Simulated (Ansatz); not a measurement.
Abridged output of a molecular run in Ansatz:

```
Functional definition: HF
1427 factors; integrals over basis functions are off by at most 8.0e-4 eV
mean field evaluation 1: about -29804.7307 eV, gradient 6.9e1 eV
mean field evaluation 2: about -29804.9945 eV, gradient 6.9e1 eV
mean field evaluation 4: about -29814.2233 eV, gradient 7.1e0 eV
mean field evaluation 8: about -29814.3820 eV, gradient 9.3e-1 eV
mean field evaluation 16: about -29814.3860 eV, gradient 1.3e-5 eV
mean field -29814.38595827 eV, -1095.6584750499 hartree, gradient 2.1e-6 eV, S^2 0.000000; 0 other end points of the search recorded, 0 dependent functions left out
12 core orbitals not correlated: weight in the atoms' cores, before any rotation towards them, 1.000 or more for the frozen orbitals, at most 0.000 for the correlated occupied ones
reference -29814.38595827 eV, -1095.6584750499 hartree; 20, 20 occupied and 198, 198 virtual orbitals, 1427 factors
second order -35.91115567 eV of doubles, -0.00000000 eV of singles
cycle   1  -33.03822089 eV  change     2.9e0 eV  update   2.7e-1
cycle   2  -34.58608930 eV  change    -1.5e0 eV  update   1.7e-1
cycle   3  -34.94897914 eV  change   -3.6e-1 eV  update   3.5e-2
cycle   4  -34.95595846 eV  change   -7.0e-3 eV  update   1.5e-2
cycle   5  -34.94492326 eV  change    1.1e-2 eV  update   4.1e-3
cycle   6  -34.94742911 eV  change   -2.5e-3 eV  update   1.8e-3
cycle   7  -34.94710699 eV  change    3.2e-4 eV  update   7.6e-4
cycle   8  -34.94667148 eV  change    4.4e-4 eV  update   2.9e-4
cycle   9  -34.94685320 eV  change   -1.8e-4 eV  update   1.1e-4
cycle  10  -34.94689662 eV  change   -4.3e-5 eV  update   4.7e-5
perturbative correction -2.09574845 eV, -0.0770173350 hartree
Total energy: -29851.42860335 eV, -1097.0197671480 hartree
```

Its atoms:

Cartesian coordinates in Å:
```
N 0.4566 -0.8537 1.1680
W -0.2764 0.3505 0.1525
N 0.1574 0.0748 -1.5071
Cl -2.5359 0.1271 0.3276
Cl 0.5603 2.3787 0.7629
H 1.0215 -1.6673 1.3596
H 0.6164 -0.4101 -2.2635
```

Question: Which basis set was used?
A. def2-TZVPP
B. def2-SVPD
C. cc-pV(D+d)Z
D. def2-SVP

Answer: A. It gives 230 functions.

Question: Write the keys of the input that set method, charge and spin (a neutral closed shell needs none for the last two).

Answer: 
```yaml
correlation: {method: ccsd_t}
```
